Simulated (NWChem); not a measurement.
System: stibine (SbH3); SMILES [SbH3]

NWChem input:

```
start job
memory heap 200 mb stack 900 mb global 1100 mb
geometry units angstroms noautosym nocenter noautoz
  Sb     0.000000     0.000000     0.039147
  H     -0.344622     1.373134    -0.931061
  H      1.361480    -0.388116    -0.931061
  H     -1.016858    -0.985019    -0.931061
end
basis spherical
  * library def2-svpd
end
ecp
  Sb library def2-ecp
end
dft
  xc xpbe96 cpbe96
  iterations 150
end
property
  response 1 0.0
end
task dft property
```

The geometry was optimised at PBE0/def2-SVP. No frequency run checked for a minimum. def2 effective core potentials on Sb; no spin-orbit coupling.

Static field.

### Question
Predict the main results of this run. (PBE/def2-SVPD with def2 effective core potentials on Sb.) Quantities: isotropic polarisability (bohr³); anisotropy (bohr³).

### Answer
```json
{
 "isotropic polarisability (bohr³)": "47.4",
 "anisotropy (bohr³)": "1.4"
}
```
